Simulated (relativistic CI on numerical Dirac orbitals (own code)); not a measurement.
Cu²⁺: what numerical and physical settings do to a radial Dirac CI calculation

Reference input:

```
atom Cu  Z=29  charge=2  electrons=27
nucleus A=63  rms_radius_fm=3.8823
hamiltonian dirac-coulomb  breit=on  qed=on  c_scale=1
orbitals kli  potential=per-configuration
slater_scale 1
correlation none
mixing on
grid step=0.0125 r_max=49.7
scf mixing=0.4 start=green max_iterations=150 tolerance=2e-08 node_fill=0.05
configurations
  [Ar] 3d9
  [Ar] 3d8 4s
  [Ar] 3d8 4p
  [Ar] 3d7 4s2
  [Ar] 3d8 4d
end
```

Computed lowest total energy -1651.44101 Ha, first excitation 2003.0 cm⁻¹, 58 SCF steps. Runs with settings changed; * marks those that are bad on purpose:

```
                                         Changed        Outcome  Lowest level   ΔE (Ha)  First excitation (cm⁻¹)  SCF steps                                                  Message
QED terms off, grid step 0.008, Slater scale 1.2      converged    3d9 2D_5/2    -0.455                   2022.6         58                                                         
                  node fill of the KLI weights 0      converged    3d9 2D_5/2  0.000765                   1988.8         58                                                         
                   end of the grid at 24.85 bohr      converged    3d9 2D_5/2         0                   2003.0         58                                                         
        nuclear radius 3.4941 fm, SCF mixing 0.1      converged    3d9 2D_5/2   -0.0013                   2003.0         72                                                         
                                      charge 1 *        refused                                                           0  configuration [Ar] 3d9 has 27 electrons, the ion has 28
                             iteration limit 1 *  not converged                                                           1          SCF of 1s2 2s2 2p6 3s2 3p6 3d9 did not converge
```

With so few configurations and no correlation, terms lie too far apart (by 10 to 50 % near neutrality), their order can be wrong, and levels of other configurations are missing.
